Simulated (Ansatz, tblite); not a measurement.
Cost and result up the ladder for Be₄O₄ (the lowest singlet isomer of a short search) (8 atoms). The state is a singlet with charge 0. Geometry: PBE-D4/def2-SVP.

```xyz
8

Be   -1.1323   -1.0558   -0.7196
Be   -0.5966   -0.4134    1.5453
Be    0.5966    0.4134   -1.5453
Be    1.1323    1.0558    0.7196
O    -1.4477   -1.2299    0.6913
O     1.4475    1.2302   -0.6913
O    -0.4484   -0.5380   -1.8963
O     0.4487    0.5377    1.8963
```

Ansatz on 4 threads of Arm Neoverse V1 on a shared host; xTB runs through tblite on one thread. Times are rough, summed over both states, and most runs start from the orbitals of an earlier one. PBE0-D4/def2-TZVP serves as the yardstick here, not as an exact answer. The other state is a doublet.

The xTB rows come from tblite. The structure comes from a short search, and lower isomers may exist.

Raw xTB energies of ions are shifted by several eV.

| level | functions | vertical IE (eV) | difference from PBE0-D4/def2-TZVP (eV) |
| --- | --- | --- | --- |
| GFN2-xTB | 32 | 15.13 | 4.69 |
| PBE0-D4/def2-TZVP | 200 | 10.44 | 0.00 |
| GFN1-xTB | 32 | 14.65 | 4.21 |
| PBE-D4/def2-TZVP (with forces) | 200 | 9.83 | -0.61 |
| r2SCAN-D4/def2-TZVP | 200 | 10.02 | -0.41 |

Estimate how long each takes.

GFN1-xTB 0.008 s; GFN2-xTB 0.009 s; PBE-D4/def2-TZVP (with forces) 6.1 s; PBE0-D4/def2-TZVP 8.2 s; r2SCAN-D4/def2-TZVP 12 s. On shared hardware such times vary by a factor of up to 3.
